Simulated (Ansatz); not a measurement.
Geometry optimisation, RHF/def2-SVP (Ansatz 0.2.0).

Input file:

```yaml
crystal:
  periodic: [false, false, false]
  atoms:
    - { symbol: B, position_ang: [-0.046128, 0.431855, -0.520424] }
    - { symbol: "N", position_ang: [-0.017939, 0.055885, 2.192269] }
    - { symbol: H, position_ang: [-0.797355, -0.273455, 2.73505] }
    - { symbol: H, position_ang: [0.815998, -0.055036, 2.742604] }
    - { symbol: F, position_ang: [1.134596, -0.012352, -0.831019] }
    - { symbol: F, position_ang: [-1.108207, -0.254405, -0.819134] }
    - { symbol: F, position_ang: [-0.174838, 1.646909, -0.038367] }
    - { symbol: H, position_ang: [-0.151628, 1.058999, 2.012721] }
basis:
  gaussian: { orbitals: def2-SVP }
hamiltonian:
  xc: hf
relax:
  f_tol: 0.03
  max_steps: 50
```

Run as:

```bash
$ ansatz run input.yaml --threads 2 --pin off --max-ram 3072MiB --backend cpu --events-out ev --progress --plain --runs-dir out
```

Question: Where does it end, and by what steps?

Answer: It converged. After 8 steps the energy has fallen by 0.680 eV; H3 moved furthest, 0.70 Å. Joined: B1–N2 (2.74 → 1.70 Å).

| step | energy less start (eV) | largest force component (eV/Å) | accepted |
| --- | --- | --- | --- |
| 0 | 0.0000 | 1.066 | yes |
| 1 | -0.0398 | 1.528 | yes |
| 2 | -0.2097 | 1.631 | yes |
| 3 | -0.3547 | 1.727 | yes |
| 4 | -0.6094 | 1.052 | yes |
| 5 | -0.5289 | 2.340 | no |
| 6 | -0.6651 | 0.667 | yes |
| 7 | -0.6737 | 0.081 | yes |
| 8 | -0.6798 | 0.025 | yes |

```xyz
8
Properties=species:S:1:pos:R:3
B -0.046 0.396 0.082
N -0.040 0.255 1.772
H -0.690 -0.456 2.066
H 0.880 0.006 2.099
F 1.108 -0.201 -0.303
F -1.168 -0.262 -0.300
F -0.082 1.732 -0.138
H -0.306 1.130 2.196
```

Run time: 8.8 s on 2 threads of Arm Neoverse V1, on a shared host, peak memory 0.15 GiB.
